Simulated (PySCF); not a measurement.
H4O, SMILES [OH4+2], charge +2. Atoms are numbered in the order given.

```xyz
5

O      0.0000     0.0000     0.0000
H     -0.6029     0.6029    -0.6029
H      0.6029     0.6029     0.6029
H      0.6029    -0.6029    -0.6029
H     -0.6029    -0.6029     0.6029
```
Charge +2, spin multiplicity 1.

Geometry: r2SCAN-D4/def2-TZVPD.

The numbers are results of B3LYP/pcJ-1 (PySCF), not measurements.

Isotropic couplings with Fermi-contact, spin-dipole and both spin-orbit terms, one fixed conformer, no vibrational averaging. Isotopes: 1H.

```
pair   bonds apart  J (Hz)
-----  -----------  ------
H2–H3            2       …
H2–H4            2       …
H2–H5            2       …
H3–H4            2       …
H3–H5            2       …
H4–H5            2       …
```

Problem. Complete the blanks. (The exact figures need the calculation; the answer reports its results.)

Solution. 
- H2–H3, J (Hz): -9.1
- H2–H4, J (Hz): -9.1
- H2–H5, J (Hz): -9.1
- H3–H4, J (Hz): -9.1
- H3–H5, J (Hz): -9.1
- H4–H5, J (Hz): -9.1
